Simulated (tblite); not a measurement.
C4H5N2OS (doublet state).
Numbering: `[CH3:1][O:2][CH2:3][c:4]1[c:5][n:6][s:7][n:8]1` (hydrogens: H9, H10, H11 on C1; H12, H13 on C3)

The geometry is computed with GFN2-xTB (gas phase). This method treats the open shell by occupation alone, without spin polarisation.

Problem. Give the optimised bond lengths and angles.

Solution. 
```json
{"bond": "C1–O2", "length (pm)": "140.0"}
{"bond": "O2–C3", "length (pm)": "140.9"}
{"bond": "C3–C4", "length (pm)": "149.3"}
{"bond": "C4–C5", "length (pm)": "140.7"}
{"bond": "C5–N6", "length (pm)": "127.8"}
{"bond": "N6–S7", "length (pm)": "165.5"}
{"bond": "S7–N8", "length (pm)": "163.8"}
{"bond": "C4–N8", "length (pm)": "131.6"}
{"bond": "C1–H9", "length (pm)": "112.0"}
{"bond": "C1–H10", "length (pm)": "109.7"}
{"bond": "C1–H11", "length (pm)": "108.7"}
{"bond": "C3–H12", "length (pm)": "110.4"}
{"bond": "C3–H13", "length (pm)": "109.2"}
```

A selection of angles:
```json
{"angle": "C1–O2–C3", "degrees": "113.8"}
{"angle": "O2–C3–C4", "degrees": "112.2"}
{"angle": "C3–C4–C5", "degrees": "125.6"}
{"angle": "C3–C4–N8", "degrees": "124.2"}
{"angle": "C5–C4–N8", "degrees": "110.1"}
{"angle": "C4–C5–N6", "degrees": "116.8"}
{"angle": "C5–N6–S7", "degrees": "107.4"}
{"angle": "N6–S7–N8", "degrees": "95.6"}
{"angle": "C4–N8–S7", "degrees": "110.1"}
```

Dihedral angles: C1–O2–C3–C4 62° (synclinal); O2–C3–C4–C5 -33° (synclinal). The mirror-image conformer, all signs reversed, is as good.

The 5-membered ring C4–C5–N6–S7–N8 has internal angles of 95.6° to 116.8° (sum 540°, against 540° for a flat polygon); it is planar, 0.00 Å rms from its mean plane, widest ring torsion 0°. C4 (carbon bonded to 2 C and N) is planar (angles 125.6°, 124.2° and 110.1°, sum 360.0°, 0.00 Å off the plane of its three neighbours). Of the pairs four or more bonds apart, C5···H9 is among the closest relative to their van der Waals radii: 1.90 Å, 66 % of the sum of Bondi's values. O2 (oxygen bonded to 2 C) is bent (angle 113.8°). The C–N distances run from 1.278 Å (C5–N6, aromatic) to 1.316 Å (C4–N8, aromatic), a spread of 0.038 Å. The C–C distances run from 1.407 Å (C4–C5, aromatic) to 1.493 Å (C3–C4, drawn single), a spread of 0.086 Å. C5 (carbon bonded to C and N) is bent (angle 116.8°).

Point group: C1 (no symmetry element, even within 0.4 Å). Its GFN2-xTB frequencies are all real (lowest 56 cm⁻¹). 3 starts were optimised and ended at 0.00, 1.15 and 2.29 kcal/mol (GFN2-xTB); the lowest of these is shown.

Hardware: an Arm Neoverse V1 with one thread (shared host). Cost: 0.57 s wall. This is the geometry optimisation.
